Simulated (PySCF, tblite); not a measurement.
Isomers of C3H5FOSi. Calculated harmonic vibrations of the isolated species, GFN2-xTB (tblite), most abundant isotopes, no scaling. Errors from tens to a few hundred cm⁻¹ against measured bands are possible. Modes of hydrogen on silicon can be 10 to 20 % off. One conformer each.

Electronic energies: PBE0/pcSseg-1 single points on the GFN2-xTB geometries (PySCF, gas phase).

| SMILES | electronic energy, lowest = 0 (kcal/mol) |
| --- | --- |
| O=C/C=C(\F)[SiH3] | 45.0 |
| C=C(C=O)[SiH2]F | 0.0 |
| O=C([SiH3])/C=C\F | 48.6 |

**Question.** How do GFN2-xTB zero-point energies change the relative energies?

**Answer.** 
```
           SMILES  ZPE (kcal/mol)  of it from modes above 1550 cm⁻¹  electronic (kcal/mol)  with ZPE, lowest = 0 (kcal/mol)  lowest mode (cm⁻¹)  rings
  C=C(C=O)[SiH2]F            43.1                              24.4                    0.0                              0.0                  62      0
O=C/C=C(\F)[SiH3]            41.4                              23.1                   45.0                             43.2                  58      0
O=C([SiH3])/C=C\F            41.8                              23.4                   48.6                             47.2                  30      0
```

The zero-point energies span 1.7 kcal/mol, from `O=C/C=C(\F)[SiH3]` to `C=C(C=O)[SiH2]F`. The order is unchanged.

**Question.** And how do the electronic energies of GFN2-xTB itself compare?

**Answer.** `C=C(C=O)[SiH2]F` 0.0; `O=C/C=C(\F)[SiH3]` 41.8; `O=C([SiH3])/C=C\F` 43.5 kcal/mol, lowest = 0. Against the energies above, taken from the same isomer `C=C(C=O)[SiH2]F`, the largest difference is 5.1 kcal/mol.

**Question.** What do entropy and thermal enthalpy add at 298.15 K and 1 bar (rigid rotor, harmonic oscillator, one conformer each)?

**Answer.** 
```
           SMILES  point group  symmetry number  S (cal/(mol K))  H − H(0) (kcal/mol)  ZPE + H − H(0) − TS (kcal/mol)
  C=C(C=O)[SiH2]F           Cs                1             86.7                 5.45                            22.7
O=C/C=C(\F)[SiH3]           Cs                1             87.6                 5.56                            20.8
O=C([SiH3])/C=C\F           Cs                1             86.1                 5.33                            21.4
```
